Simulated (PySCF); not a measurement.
**Distorted geometries of [Nd(NH3)2]3+**

[Nd(NH3)2]3+ (singlet in the valence; each metal's 4f electrons, 3 of them, lie in its core potential, out of spins and levels). PySCF 2.14.0, RKS PBE0, Nd lcecp-1-SVP with ECP49, N def2-SVP, H def2-SVP; non-relativistic Hamiltonian with scalar-relativistic core potentials where named; density fitting; no spin-orbit coupling. Relaxed geometry:

```xyz
9

Nd    0.8951   -0.7432    0.0002
N    -0.1474    0.1240    2.0214
H     0.4301    0.7947    2.5694
H    -1.0424    0.6391    1.9019
H    -0.3910   -0.5948    2.7341
N    -0.1449    0.1254   -2.0222
H     0.3587   -0.1036   -2.9038
H    -1.1102   -0.2090   -2.2205
H    -0.2457    1.1592   -2.0804
```

**Question.** Order these distorted geometries by energy above the relaxed one, lowest first.
A.
```xyz
9

Nd    0.8222   -0.6824   -0.0362
N    -0.0601    0.1290    1.9528
H     0.3808    0.7823    2.5934
H    -1.0696    0.5989    1.8238
H    -0.4420   -0.6373    2.7122
N    -0.1574    0.0878   -1.9678
H     0.4511   -0.0223   -2.8650
H    -1.1149   -0.1775   -2.1688
H    -0.2079    1.1133   -2.0445
```
B.
```xyz
9

Nd    0.8432   -0.7668   -0.0381
N    -0.1280    0.1252    1.9955
H     0.4653    0.7806    2.6482
H    -1.0071    0.7054    1.9301
H    -0.3330   -0.5659    2.7277
N    -0.1509    0.1341   -1.9493
H     0.2980   -0.1192   -2.9288
H    -1.1418   -0.1998   -2.2614
H    -0.2434    1.0982   -2.1239
```
C.
```xyz
9

Nd    0.7837   -0.7723   -0.1882
N    -0.1907    0.1391    2.2765
H     0.4212    0.7892    2.4805
H    -0.9000    0.6314    1.8594
H    -0.3302   -0.5692    2.7676
N    -0.1831    0.1760   -1.9029
H     0.3966   -0.2347   -2.8570
H    -1.1911   -0.2132   -2.2908
H    -0.2041    1.2455   -2.1451
```

**Answer.** B (0.41 eV), A (0.64 eV), C (2.94 eV).

**Question.** Which forces (eV/Å) act in the one that lies 0.64 eV up?

**Answer.** 
```
Nd   1.14 -0.89  0.50
N   -4.79 -1.44  1.79
H    0.76  0.81  0.51
H    2.19 -0.60  0.13
H    1.30  1.54 -1.79
N    1.90  1.03 -1.78
H   -1.26 -0.59  1.01
H   -0.92 -0.57 -0.71
H   -0.32  0.72  0.34
```
Forces carry noise of the integration grid, about 0.01 to 0.03 eV/Å.

An lcecp potential fixes the number of 4f electrons, so in runs with it no electron can move into or out of that shell.
